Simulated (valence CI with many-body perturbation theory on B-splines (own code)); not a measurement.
Results of a calculation; reference values are marked as such.
# Sensitivity of CI+MBPT for Sr XXXIV

Level of theory: valence CI with perturbative core correlation (CI+MBPT): three valence electrons over a frozen Dirac-Fock core [He], a basis of 6 s, 6 p, 5 d, 3 f, 1 g functions for each j, with the one-electron correlation potential Σ1, the two-electron term Σ2, the three-electron term Σ3, Breit, model QED; selected CI, second order for the rest, scaled by the run's own slope (own B-spline code, finite nucleus).

No measured spectrum was set against this ion. As an estimate, large intervals hold to a few tenths of a per cent, small ones and those within an open d or f shell to about a per cent.

The reference run has the lowest level (2s^2 2p1/2) J=1/2 and an ionisation energy of 4233.81 eV. Its largest variational space holds 4261 state functions.

Levels are named by their leading jj configuration (3d3/2^4 stands for four electrons in 3d with j = 3/2), which in mixed levels can hold well under half, so a name can repeat and another be missing. Letters in brackets count levels of one name in rising energy.

Changed runs:
A. highest l in the core sums 6 → 3
B. box radius (bohr) 1.7167 → 2.08
C. hole-hole ladder in Σ2 on → off
D. factor on the speed of light 1 → 0.9 (bad on purpose)

Excitation energies of the reference run in cm⁻¹, and shifts in cm⁻¹:

```csv
Level,Reference,A,B,C,D
(2s^2 2p3/2) J=3/2,623298,+6.5,-1.0,-8.0,+155546
(2s 2p1/2^2) J=1/2,762558,-72,-0.4,-74,+36761
(2s 2p1/2 2p3/2) J=3/2 [a],1183370,-66,-1.2,-105,+174057
(2s 2p1/2 2p3/2) J=5/2,1340510,-65,-1.2,-105,+181099
(2s 2p1/2 2p3/2) J=3/2 [b],1627410,-66,-1.2,-105,+177242
(2s 2p1/2 2p3/2) J=1/2,1690720,-67,-1.1,-83,+161339
(2s 2p3/2^2) J=5/2,1967320,-59,-2.0,-105,+313400
(2s 2p3/2^2) J=1/2,2353470,-58,-2.1,+19,+320843
(2s 2p3/2^2) J=3/2,2363800,-58,-2.0,-105,+320031
(2p1/2^2 2p3/2) J=3/2,2515160,-139,-1.8,-46,+199418
(2p1/2 2p3/2^2) J=3/2,3003410,-134,-2.6,-99,+341620
(2p1/2 2p3/2^2) J=5/2,3111380,-133,-2.6,-105,+343385
Ionisation energy (eV),4233.81,+0.0095,-0.00052,-0.0025,+22.18
```
